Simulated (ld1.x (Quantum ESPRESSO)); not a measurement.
Values are calculated unless marked as measured or tabulated.
Potentials for Se (Z = 34) compared

Generated with ld1.x 7.5 (TM, RRKJ, ultrasoft, PAW), atompaw 4.2 or ONCVPSP 4.0.1. The cutoff is in Ry: for ld1.x and atompaw files where the sum of valence levels is converged to 10 mRy in a Bessel basis, for ONCV files where the hardest occupied wave has 1 mHa per electron of residual kinetic energy. The error is the largest all-electron minus pseudo excitation energy over each file’s own four to seven test configurations (ionisations up to +4, promotions, holes and added fractions of an electron), all of which were solved. The labels leave out finer settings (local radius, basis sizes, second energies), which also bear on the numbers. Spin-polarised tests are not counted. The rows are a selection from randomly drawn settings: files with unsolved tests, undetermined cutoffs or missed reference levels are left out.

A true bound ghost makes a file unfit for plane-wave use even where its test errors are small: the radial tests pick states by their node count and pass the ghost by.

| potential | cutoff (Ry) | largest error (meV) | bound ghosts |
| --- | --- | --- | --- |
| TM semilocal, PBEsol, scalar-relativistic, rc 1.30/1.65/1.20 (spd), local s, core correction no, reference 3d10 4s2 4p4 | 230 | -354 | none |
| RRKJ, PBE, scalar-relativistic, rc 1.35/1.55/0.95 (spd), local s, core correction yes, reference 3d10 4s2 4p2 | 260 | -20 | none |
| RRKJ, PBE, scalar-relativistic, rc 1.35/1.45/0.85 (spd), local s, core correction no, reference 3d10 4s1.75 4p4.25 | 260 | -1128 | none |

(1) Fill in the row for Se: ultrasoft, LDA (PZ), scalar-relativistic, rc 1.60/1.35/1.30 (spd), local smoothed, core correction yes, reference 4s2 4p4.

(2) Fill in the row for Se: TM, PBE, fully relativistic, rc 1.40/1.20 (sp), local s, core correction no, reference 4s2 4p3.5.

## Answers

(1) cutoff 21 Ry, largest error -292 meV, bound ghosts: p.

(2) cutoff 100 Ry, largest error -25 meV, bound ghosts: p3/2, p1/2.
